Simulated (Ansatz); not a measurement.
C4H8, charge +1, doublet, geometry from GFN2-xTB (a state made from the parent by changing its charge; the spin is typed, not shown lowest). Base run: B3LYP/3-21G (Ansatz, a quantum-chemistry and plane-wave program).

Here is a job for Ansatz.
Ansatz 0.2 input:
```yaml
crystal:
  periodic: [false, false, false]
  atoms:
    - {symbol: C, position_ang: [-1.13674550, -0.86428819, 0.11818225]}
    - {symbol: C, position_ang: [-0.00836207, 0.06010646, 0.00664841]}
    - {symbol: C, position_ang: [1.33979571, -0.44310922, -0.25468366]}
    - {symbol: C, position_ang: [-0.21988461, 1.42244201, 0.14911790]}
    - {symbol: H, position_ang: [-1.33976952, -1.03755099, 1.18613332]}
    - {symbol: H, position_ang: [-0.93335336, -1.83665012, -0.32609883]}
    - {symbol: H, position_ang: [-2.06528762, -0.43738538, -0.26677657]}
    - {symbol: H, position_ang: [1.46197013, -1.48787502, 0.02643543]}
    - {symbol: H, position_ang: [2.11532033, 0.18319205, 0.18937314]}
    - {symbol: H, position_ang: [1.52473313, -0.39064113, -1.33885260]}
    - {symbol: H, position_ang: [0.56402530, 2.13969003, -0.04692704]}
    - {symbol: H, position_ang: [-1.17645948, 1.81631407, 0.46112372]}
basis:
  gaussian:
    orbitals: 3-21G.json
hamiltonian:
  xc: b3lyp
total_charge: 1
magnetization: {spin_polarized: true, initial_magnetization: 1}
```
The basis file holds 3-21G in the JSON format of the Basis Set Exchange.

Variants of this job, named by their change:

```tsv
change	E (Eh)	SCF-reference <S^2>
base	-156.04347	0.752
functional = hf	-154.95581	0.755
functional = cam_b3lyp	-155.93421	0.752
functional = pbe	-155.81258	0.751
functional = lc_wpbe	-155.92491	0.753
functional = B2GP-PLYP	-155.71864	0.753
functional = PBE-QIDH	-155.69338	0.753
functional = blyp; dispersion = d4	-155.95859	0.751
functional = revpbe	-155.99088	0.752
functional = BHLYP	-155.93394	0.752
functional = hse06	-155.83052	0.752
functional = PBE0-DH	-155.79957	0.753
functional = r2scan	-155.93677	0.753
```

Totals shift with the method and basis; they matter in differences.
